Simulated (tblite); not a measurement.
A geometry optimisation, step by step.

C₇H₁₃GeN.
Numbering: `[CH2:1]=[C:2]=[CH:3][CH2:4][Ge@@H:5]([CH:6]=[CH2:7])[NH:8][CH3:9]` (hydrogens: H10, H11 on C1; H12 on C3; H13, H14 on C4; H15 on Ge5; H16 on C6; H17, H18 on C7; H19 on N8; H20, H21, H22 on C9)

Computed with GFN2-xTB (tblite), gas phase: L-BFGS steps from a force-field or distance-geometry start until the largest atomic force falls under 0.01 eV/Å. 7 of its 162 geometries are shown.

Step 0: E = -715.8309 eV, largest atomic force 2.318 eV/Å
```
atom  x, y, z in Å  |  force x, y, z in eV/Å
C1      4.420    0.334    0.465   -2.106  -0.406   0.878
C2      3.168   -0.037    0.601    1.393  -0.163  -0.002
C3      1.938   -0.402    0.753    0.797   1.197  -0.740
C4      0.923    0.668    0.487   -0.238   0.430   1.629
Ge5    -0.668    0.029   -0.405   -0.247   0.280  -0.382
C6     -0.903   -1.822    0.052   -0.257  -0.574  -0.456
C7     -1.506   -2.639   -0.803    0.338  -1.018   1.315
N8     -2.108    0.957    0.339    0.265  -1.504   0.173
C9     -2.673    1.926   -0.546   -1.102   1.653   0.187
H10     4.831    0.229   -0.495    0.946   0.138  -0.615
H11     4.885    0.725    1.346    0.614   0.172  -0.225
H12     1.732   -1.402    1.029   -0.626  -0.550   0.203
H13     1.364    1.565    0.034    0.065  -0.397   0.140
H14     0.575    0.973    1.516    0.067   0.040  -0.731
H15    -0.582    0.245   -1.938   -0.150  -0.121   0.305
H16    -0.558   -2.231    0.998   -0.052   0.185  -0.122
H17    -1.888   -2.348   -1.747   -0.136   0.222  -0.511
H18    -1.623   -3.687   -0.504   -0.151   0.275  -0.418
H19    -2.801    0.242    0.676    0.529   1.174  -0.467
H20    -3.403    1.505   -1.256    0.333   0.183  -0.078
H21    -3.244    2.666    0.091    0.375  -0.408  -0.612
H22    -1.889    2.521   -1.094   -0.657  -0.809   0.528
```

Step 27: E = -716.3721 eV, largest atomic force 0.090 eV/Å
```
atom  x, y, z in Å  |  force x, y, z in eV/Å
C1      4.519    0.320    0.448    0.035   0.005   0.002
C2      3.271    0.010    0.596   -0.033  -0.032   0.003
C3      2.019   -0.286    0.763    0.057   0.008  -0.032
C4      0.901    0.694    0.604   -0.013   0.014  -0.021
Ge5    -0.681   -0.024   -0.391   -0.057   0.063   0.030
C6     -0.974   -1.923    0.017    0.007  -0.011   0.000
C7     -1.536   -2.786   -0.813   -0.005  -0.013   0.010
N8     -2.131    0.945    0.224   -0.010  -0.017  -0.025
C9     -2.752    2.006   -0.552    0.009  -0.010   0.010
H10     5.027    0.229   -0.499   -0.011  -0.010  -0.024
H11     5.115    0.676    1.274   -0.001   0.016  -0.001
H12     1.745   -1.294    1.052   -0.015  -0.010   0.015
H13     1.270    1.597    0.118    0.009   0.056   0.021
H14     0.535    0.988    1.592   -0.040  -0.027   0.009
H15    -0.560    0.174   -1.898    0.001  -0.007   0.007
H16    -0.659   -2.272    0.992   -0.013   0.016   0.043
H17    -1.865   -2.491   -1.796    0.009   0.027  -0.039
H18    -1.694   -3.821   -0.553   -0.007  -0.039   0.004
H19    -2.841    0.382    0.674    0.024   0.008  -0.032
H20    -3.451    1.640   -1.314    0.024  -0.008   0.008
H21    -3.297    2.679    0.115    0.016  -0.009   0.002
H22    -1.973    2.578   -1.054    0.013  -0.018   0.011
```

Step 54: E = -716.3939 eV, largest atomic force 0.149 eV/Å
```
atom  x, y, z in Å  |  force x, y, z in eV/Å
C1      4.493    0.335    0.321    0.027  -0.006   0.025
C2      3.246    0.056    0.531   -0.091  -0.082   0.025
C3      2.008   -0.251    0.781    0.112   0.050   0.002
C4      0.853    0.694    0.697    0.005  -0.033   0.002
Ge5    -0.679   -0.043   -0.368   -0.015   0.100   0.109
C6     -1.023   -1.921    0.073   -0.029   0.011  -0.016
C7     -1.469   -2.803   -0.805    0.021  -0.020   0.036
N8     -2.169    0.896    0.195    0.016  -0.063  -0.032
C9     -2.684    2.031   -0.552    0.009  -0.035   0.018
H10     4.956    0.239   -0.651   -0.044  -0.001   0.035
H11     5.135    0.666    1.126   -0.025   0.038  -0.070
H12     1.774   -1.263    1.098   -0.013   0.024  -0.048
H13     1.181    1.661    0.314   -0.029  -0.030   0.012
H14     0.449    0.856    1.702    0.010   0.011  -0.020
H15    -0.501    0.115   -1.871    0.025   0.008  -0.054
H16    -0.896   -2.205    1.112   -0.063  -0.051  -0.049
H17    -1.588   -2.548   -1.847   -0.019   0.033   0.025
H18    -1.732   -3.816   -0.539    0.052  -0.061   0.025
H19    -2.933    0.310    0.508    0.050   0.028  -0.022
H20    -3.350    1.741   -1.372   -0.008   0.004  -0.023
H21    -3.236    2.691    0.121    0.017   0.035  -0.021
H22    -1.845    2.579   -0.977   -0.007   0.039   0.040
```

Step 80: E = -716.4546 eV, largest atomic force 0.134 eV/Å
```
atom  x, y, z in Å  |  force x, y, z in eV/Å
C1      4.204    0.455   -0.076    0.037   0.019   0.006
C2      3.070    0.065    0.411   -0.041   0.037  -0.047
C3      1.919   -0.311    0.878    0.092  -0.024   0.005
C4      0.715    0.566    0.987    0.011  -0.037  -0.006
Ge5    -0.720   -0.115   -0.236   -0.012   0.048  -0.082
C6     -1.253   -1.954    0.177   -0.006  -0.007  -0.117
C7     -1.156   -2.947   -0.692   -0.009   0.058   0.121
N8     -2.247    0.887    0.009    0.060  -0.003   0.030
C9     -2.439    2.223   -0.527    0.023   0.020  -0.003
H10     4.433    0.346   -1.125    0.006   0.042  -0.006
H11     4.975    0.893    0.540   -0.001  -0.047  -0.004
H12     1.795   -1.336    1.207   -0.033  -0.002   0.058
H13     0.975    1.599    0.760   -0.019  -0.007  -0.044
H14     0.344    0.533    2.014   -0.093   0.007  -0.007
H15    -0.175   -0.108   -1.678   -0.060   0.045   0.073
H16    -1.672   -2.136    1.159   -0.017  -0.043   0.000
H17    -0.736   -2.791   -1.673   -0.011   0.012  -0.003
H18    -1.481   -3.952   -0.470    0.014  -0.048   0.019
H19    -3.102    0.357   -0.086    0.005  -0.047   0.021
H20    -2.833    2.211   -1.549    0.033   0.044  -0.038
H21    -3.139    2.784    0.099    0.022  -0.042   0.007
H22    -1.487    2.750   -0.533   -0.002  -0.026   0.016
```

Step 107: E = -716.4828 eV, largest atomic force 0.038 eV/Å
```
atom  x, y, z in Å  |  force x, y, z in eV/Å
C1      4.055    0.515   -0.212    0.007   0.013   0.017
C2      2.970    0.086    0.349   -0.034  -0.011  -0.012
C3      1.873   -0.325    0.909    0.020   0.008  -0.009
C4      0.624    0.489    1.014    0.004  -0.009  -0.009
Ge5    -0.771   -0.152   -0.274    0.008  -0.014   0.000
C6     -1.330   -1.985    0.127   -0.007  -0.015   0.008
C7     -1.017   -3.040   -0.606   -0.001   0.005   0.011
N8     -2.254    0.906   -0.024   -0.003  -0.005   0.006
C9     -2.277    2.290   -0.464    0.006   0.005   0.006
H10     4.239    0.389   -1.268   -0.005  -0.007   0.007
H11     4.832    1.009    0.351    0.003   0.002   0.002
H12     1.818   -1.331    1.308   -0.002  -0.001  -0.011
H13     0.844    1.541    0.834   -0.005   0.006  -0.013
H14     0.204    0.396    2.017    0.001   0.022   0.010
H15    -0.204   -0.096   -1.695    0.005  -0.003  -0.015
H16    -1.906   -2.122    1.035   -0.002  -0.005  -0.004
H17    -0.444   -2.941   -1.514    0.007   0.006   0.011
H18    -1.311   -4.045   -0.338   -0.013   0.005  -0.008
H19    -3.130    0.453   -0.248    0.012   0.001  -0.010
H20    -2.422    2.398   -1.545    0.000   0.007  -0.003
H21    -3.078    2.830    0.045    0.009  -0.014   0.008
H22    -1.327    2.755   -0.204   -0.011   0.003   0.008
```

Step 134: E = -716.4894 eV, largest atomic force 0.025 eV/Å
```
atom  x, y, z in Å  |  force x, y, z in eV/Å
C1      4.051    0.546   -0.215    0.001  -0.003  -0.004
C2      2.963    0.106    0.331   -0.003  -0.002   0.007
C3      1.861   -0.305    0.879   -0.004  -0.002   0.005
C4      0.610    0.509    0.952    0.001  -0.012  -0.004
Ge5    -0.785   -0.194   -0.299    0.002  -0.001   0.001
C6     -1.389   -2.009    0.117    0.007   0.003   0.012
C7     -1.008   -3.079   -0.559    0.000  -0.019  -0.011
N8     -2.260    0.876   -0.069    0.004   0.019  -0.006
C9     -2.231    2.294   -0.381   -0.014   0.006  -0.006
H10     4.251    0.413   -1.267    0.010  -0.002  -0.005
H11     4.814    1.054    0.355    0.002   0.003   0.006
H12     1.800   -1.307    1.288    0.008   0.001  -0.004
H13     0.828    1.548    0.706    0.004  -0.004   0.003
H14     0.200    0.478    1.963    0.000   0.001   0.002
H15    -0.199   -0.199   -1.716   -0.006   0.014  -0.020
H16    -2.055   -2.123    0.963   -0.001   0.008   0.009
H17    -0.343   -2.997   -1.405    0.004  -0.002   0.006
H18    -1.335   -4.078   -0.308   -0.005  -0.005   0.004
H19    -3.126    0.466   -0.392    0.005  -0.008  -0.008
H20    -2.276    2.504   -1.456    0.003   0.007   0.006
H21    -3.072    2.795    0.102   -0.009   0.006   0.011
H22    -1.308    2.721    0.010   -0.011  -0.009  -0.005
```

Step 161: E = -716.4922 eV, largest atomic force 0.010 eV/Å
```
atom  x, y, z in Å  |  force x, y, z in eV/Å
C1      4.111    0.535   -0.161   -0.001   0.002  -0.001
C2      2.998    0.100    0.338    0.004   0.005   0.003
C3      1.874   -0.302    0.847   -0.002   0.000  -0.001
C4      0.630    0.525    0.883    0.004   0.004   0.006
Ge5    -0.778   -0.188   -0.348   -0.009   0.003  -0.002
C6     -1.382   -1.994    0.108   -0.001  -0.001   0.005
C7     -1.037   -3.090   -0.547    0.004  -0.004  -0.005
N8     -2.264    0.860   -0.088   -0.004   0.001  -0.008
C9     -2.274    2.289   -0.343   -0.001  -0.004  -0.002
H10     4.359    0.403   -1.203   -0.001  -0.002   0.003
H11     4.848    1.040    0.445    0.003  -0.005  -0.001
H12     1.794   -1.302    1.257   -0.004  -0.001  -0.007
H13     0.863    1.555    0.614   -0.001  -0.005  -0.001
H14     0.213    0.524    1.892   -0.003  -0.001  -0.005
H15    -0.228   -0.192   -1.781    0.002   0.000  -0.003
H16    -2.035   -2.074    0.968    0.003  -0.001   0.007
H17    -0.389   -3.048   -1.408    0.003   0.004   0.004
H18    -1.381   -4.074   -0.260    0.002   0.004   0.000
H19    -3.119    0.439   -0.428   -0.002   0.009   0.004
H20    -2.333    2.541   -1.408    0.000   0.002   0.001
H21    -3.124    2.749    0.166   -0.001  -0.006   0.001
H22    -1.360    2.724    0.058    0.006  -0.004   0.001
```

Problem. Summarise the path.

Solution. The energy falls by 0.6614 eV from step 0 to step 161; nine tenths of that is first reached at step 67. It rises by more than 0.2 meV at step 58. The largest force goes from 2.318 to 0.010 eV/Å. Among the bonds C4–Ge5 changes most, from 1.932 to 2.001 Å; the atoms move by 0.853 Å rms after alignment.

Problem. Follow the three bonds and two angles with the largest change from start to end.

Solution. 
```tsv
step	E above end (eV)	largest force (eV/Å)	C4–Ge5 (Å)	N8–H19 (Å)	C9–H21 (Å)	H10–C1–H11 (°)	C4–C3–H12 (°)
0	0.6614	2.318	1.932	1.050	1.130	128.3	126.1
7	0.2038	0.348	1.969	1.007	1.095	116.9	118.4
14	0.1506	0.207	1.999	1.010	1.087	116.6	116.3
21	0.1285	0.117	2.007	1.010	1.092	116.4	116.9
28	0.1194	0.070	2.002	1.012	1.093	116.3	116.7
35	0.1155	0.056	2.001	1.011	1.093	116.2	116.2
42	0.1110	0.055	2.004	1.011	1.093	116.3	115.3
49	0.1061	0.085	2.001	1.010	1.093	116.1	115.7
56	0.0934	0.122	2.007	1.013	1.093	116.2	115.8
63	0.0752	0.084	2.006	1.011	1.093	116.2	115.4
70	0.0617	0.090	2.003	1.010	1.093	116.1	115.6
77	0.0475	0.228	2.007	1.012	1.095	116.4	116.0
84	0.0295	0.087	2.002	1.012	1.094	116.0	115.8
91	0.0206	0.067	2.001	1.011	1.093	116.0	116.0
98	0.0152	0.126	2.007	1.011	1.093	116.7	116.2
105	0.0098	0.025	2.003	1.011	1.092	116.1	116.0
112	0.0086	0.026	2.002	1.012	1.092	116.3	116.0
119	0.0070	0.058	2.001	1.011	1.091	116.3	116.1
126	0.0043	0.026	2.002	1.011	1.092	116.3	115.9
133	0.0030	0.030	2.002	1.011	1.092	116.2	116.0
140	0.0019	0.033	2.003	1.011	1.092	116.3	116.2
147	0.0010	0.036	2.003	1.012	1.092	116.2	116.3
154	0.0004	0.020	2.002	1.012	1.092	116.2	115.9
161	0.0000	0.010	2.001	1.012	1.092	116.2	116.1
```

What follows is the cost of the whole relaxation. On one thread, Arm Neoverse V1 (aarch64), shared host with 32 logical CPUs at a one-minute load of 6.3, this took 1.5 s of wall time.
